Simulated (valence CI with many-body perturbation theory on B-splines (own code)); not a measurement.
# Xe XXII in brief

Calculated by valence CI with perturbative core correlation (CI+MBPT): five valence electrons over a frozen Dirac-Fock core [Ar] 3d10, a basis of 11 s, 11 p, 10 d, 8 f, 5 g, 2 h functions for each j, with the one-electron correlation potential Σ1 (screened to all orders), the two-electron term Σ2, the three-electron term Σ3, Breit, model QED; selected single and double excitations, second order for the rest, scaled by the run's own slope (own B-spline code, finite nucleus).

No measured spectrum was set against this ion. As an estimate, levels hold to about 250 cm⁻¹ or 0.2 % of their energy and the worst to 1 %, as in measured heavy ions of charge 2 to 7; those with d or f electrons hold less well. Among the levels kept, up to 2100 cm⁻¹ of a level comes from second order outside the variational space, and about a tenth of that is noise between levels of different J, which matters for small intervals.

Levels are named by their leading jj configuration (3d3/2^4 stands for four electrons in 3d with j = 3/2), which in mixed levels can hold well under half, so a name can repeat and another be missing.

Rates and lifetimes use the calculated energies. Strong lines usually hold to 10 to 20 %, long lifetimes can be off by a factor of two.

What is the ground level?

(4s^2 4p1/2^2 4p3/2) J=3/2, composition 41 % 4s2 4p3 4S° + 37 % 4s2 4p3 2P° + 20 % 4s2 4p3 2D°, g = 1.498.

Where does the other parity begin?

At (4s 4p1/2^2 4p3/2^2) J=5/2, 510230 cm⁻¹.

How well does LS coupling describe the low levels?

Among the lowest 20 levels the leading LS term, summed over configurations, holds 62 % on average. For single configurations the figures are 58 % in LS and 81 % in jj coupling. Terms mix most in the J = 5/2 level at 732230 cm⁻¹, where the leading one holds 37 %.

Name the longest-lived excited levels whose lifetime is computed, and their main decay.

(4s^2 4p1/2 4p3/2^2) J=5/2 at 133020 cm⁻¹ lives 179 μs, mostly by M1 to (4s^2 4p1/2^2 4p3/2) J=3/2; (4s^2 4p1/2 4p3/2^2) J=3/2 at 107940 cm⁻¹ lives 36.4 μs, mostly by M1 to (4s^2 4p1/2^2 4p3/2) J=3/2; (4s^2 4p1/2 4p3/2^2) J=1/2 at 166240 cm⁻¹ lives 31.6 μs, mostly by M1 to (4s^2 4p1/2^2 4p3/2) J=3/2. The lifetime of (4s^2 4p1/2 4p3/2 4d5/2) J=9/2 is too uncertain to give, and may be longer.

Among levels below 1773500 cm⁻¹, which E1 lines absorb most strongly from the ground level?

to (4s^2 4p1/2 4p3/2 4d3/2) J=5/2 at 11.28 nm, f = 0.720; to (4s^2 4p1/2 4p3/2 4d3/2) J=3/2 at 11.19 nm, f = 0.464; to (4s^2 4p1/2 4p3/2 4d5/2) J=5/2 at 10.71 nm, f = 0.307.
